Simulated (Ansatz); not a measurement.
Energy needed to pull apart AlB$_{2}$H$_{2}$Cl (SMILES [Cl][Al]1[BH][BH]1), singlet, into free ground-state atoms, from the structure below (displaced at random from its PBE0-D4/def2-TZVP minimum); no zero-point or spin–orbit terms; open-shell atoms are treated unrestricted, in their ground-state multiplicity.

```csv
atom,x (Å),y (Å),z (Å)
Cl1,-1.2014,-2.7165,0.0776
Al2,-0.3690,-0.8443,0.1206
B3,1.0045,0.6637,-0.4495
B4,-0.1180,1.2283,0.3439
H5,1.9211,0.1870,-1.1690
H6,-1.1515,1.4903,1.0605
```

Ansatz 0.2.0; basis: def2-TZVPP; cores frozen in the correlated methods.

| method | atomization energy (eV) |
| --- | --- |
| PBE-D4 | 20.06 |
| r2SCAN-D4 | ? |
| PBE0-D4 | 19.68 |
| wB97M-V | 19.50 |
| HF | ? |
| MP2 | 19.47 |
| CCSD | 18.23 |
| CCSD(T) | 18.74 |

Task: What does HF give? (Judge from chemistry; the value comes from the calculation.)

Result: By the calculation: 14.37 eV, which is about 4.37 eV less than CCSD(T)/def2-TZVPP.

Task: What does r2SCAN-D4 give? (To be estimated.)

Result: The calculation gives: 19.95 eV, which is about 1.21 eV more than CCSD(T)/def2-TZVPP.

In triple zeta the MP2 and coupled-cluster atomization energies are still short of their basis limit by a few kcal/mol a bond, whereas those of the functionals are nearly converged, so these differences are not deviations from converged CCSD(T).

No T1 diagnostic of these runs exceeds 0.014.

For scale, one of the runs: CCSD(T)/def2-TZVPP forces, 174 basis functions, launched by `ansatz run in.yaml --threads 2 --pin off --events-out ev --progress --plain --max-ram 4352MiB`. Hardware: 2 CPU threads of an Arm Neoverse N1, shared host. Wall time 4 min; peak host memory 2.5 GiB.
